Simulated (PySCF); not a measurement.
## Correlation energy of Ta (tantalum, neutral)

[Xe] 4f14 5d5, high-spin 6S determinant (an excited configuration). All numbers are calculated (PySCF 2.14, scalar relativity by spin-free X2C-1e, in x2c-TZVPPall). Frozen: [Xe] 4f14; 5 electrons correlated.

```
  level  correlation energy (mhartree)
   CCSD                         -63.71
    (T)                          -2.39
CCSD(T)                         -66.10
```

Diagnostics: T1 = 0.011, D1 = 0.0158, largest double amplitude 0.041.

Task: Is a single reference adequate?

Result: Yes, within this model without spin-orbit coupling: T1 lies below 0.03 and no double amplitude reaches 0.07.
